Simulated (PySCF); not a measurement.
# Cost of excited-state runs on `CC(=O)[C@@H](F)[SiH2][SiH2][SiH3]`, C3H11FOSi3

Geometry:
| atom | x (Å) | y (Å) | z (Å) |
| --- | --- | --- | --- |
| C1 | -2.460 | 0.952 | -0.595 |
| C2 | -1.363 | 0.413 | 0.273 |
| O3 | -0.409 | 1.082 | 0.632 |
| C4 | -1.414 | -1.021 | 0.617 |
| F5 | -2.540 | -1.647 | 0.124 |
| Si6 | 0.238 | -1.794 | -0.079 |
| Si7 | 1.900 | -0.425 | 0.787 |
| Si8 | 2.572 | 1.400 | -0.475 |
| H9 | -2.503 | 0.371 | -1.515 |
| H10 | -2.287 | 2.000 | -0.821 |
| H11 | -3.417 | 0.828 | -0.090 |
| H12 | -1.424 | -1.157 | 1.700 |
| H13 | 0.074 | -3.210 | 0.274 |
| H14 | 0.033 | -1.748 | -1.535 |
| H15 | 1.603 | -0.132 | 2.196 |
| H16 | 3.069 | -1.335 | 0.887 |
| H17 | 3.092 | 0.927 | -1.768 |
| H18 | 1.544 | 2.387 | -0.784 |
| H19 | 3.681 | 2.120 | 0.161 |

PySCF with density fitting, on 1 thread of an Intel Xeon, shared host. Command: `OMP_NUM_THREADS=1 python excited_run.py task.json out`

Q: How long does each of these runs take, and how much memory?
- magnetisability and related constants, wB97X-D/6-31G*; usual settings
- magnetisability and related constants, wB97X-D/pcSseg-1; isotopologues

A: 
| run | level | basis functions | wall time | peak memory (GiB) |
| --- | --- | --- | --- | --- |
| magnetisability and related constants | wB97X-D/6-31G* | 146 | 2.1 min | 0.82 |
| magnetisability and related constants | wB97X-D/pcSseg-1 | 212 | 3.6 min | 1.2 |

Times from a shared host are rough.
